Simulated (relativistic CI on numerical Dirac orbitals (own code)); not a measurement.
Calculated at this level of theory: Dirac-Coulomb-Breit CI, KLI orbitals optimised for each configuration, model QED (radiative potential, 1s self-energy scaled to tabulated hydrogen-like ionisation energies), unscaled Slater integrals (own radial code, finite nucleus).

Configuration list (outside the closed core [Ne]): 3s²3p⁶3d⁶, 3s²3p⁵3d⁷, 3s²3p⁴3d⁸, 3s3p⁶3d⁷, 3p⁶3d⁸, 3s3p⁵3d⁸, 3s²3p⁶3d⁵4s, 3s²3p⁶3d⁵4p, 3s²3p⁴3d⁷4s, 3s²3p⁶3d⁵4d, 3s²3p⁴3d⁷4p, 3s²3p⁵3d⁶4s, 3s²3p⁶3d⁵4f, 3s²3p⁴3d⁷4d, 3s3p⁵3d⁷4s, 3s²3p⁵3d⁶4p, 3s²3p⁵3d⁶4d, 3s²3p⁶3d⁴4s², 3s3p⁶3d⁶4s, 3p⁶3d⁷4s, 3p⁶3d⁷4p, 3s²3p⁶3d⁵5s, 3p⁶3d⁷4d, 3s3p⁶3d⁵4s². Levels of other configurations are missing.

At this charge energies of transitions that change n are usually good to better than 1 %, and those within a shell (Δn = 0) to a few per cent. Terms inside the open d or f shell come out 10 to 20 % too wide with unscaled integrals.

Outline of the computed level scheme of Pm XXXVIII. Lowest level of each configuration: 3s²3p⁶3d⁶ ⁵D4 at 0.000 eV; 3s²3p⁵3d⁷ ⁵G°6 at 268.378 eV.

Some strong electric-dipole decays among the lowest 45 levels: 3s²3p⁵3d⁷ ³D°2 → 3s²3p⁶3d⁶ ³P2 (5.0e+11 s⁻¹); 3s²3p⁵3d⁷ ⁵F°4 → 3s²3p⁶3d⁶ ⁵D4 (4.7e+11 s⁻¹); 3s²3p⁵3d⁷ ³D°3 → 3s²3p⁶3d⁶ ³P2 (2.5e+11 s⁻¹); 3s²3p⁵3d⁷ ³G°5 → 3s²3p⁶3d⁶ ⁵D4 (1.8e+11 s⁻¹); 3s²3p⁵3d⁷ ³D°3 → 3s²3p⁶3d⁶ ³P2 (5.5e+10 s⁻¹); 3s²3p⁵3d⁷ ⁵G°5 → 3s²3p⁶3d⁶ ⁵D4 (2.1e+10 s⁻¹); 3s²3p⁵3d⁷ ³P°2 → 3s²3p⁶3d⁶ ³P2 (2.0e+10 s⁻¹); 3s²3p⁵3d⁷ ³D°3 → 3s²3p⁶3d⁶ ⁵D3 (1.7e+10 s⁻¹).

LS names give the leading component of a level, which can be under half, so a name can repeat, a term be missing and a line seem to break the LS rules.
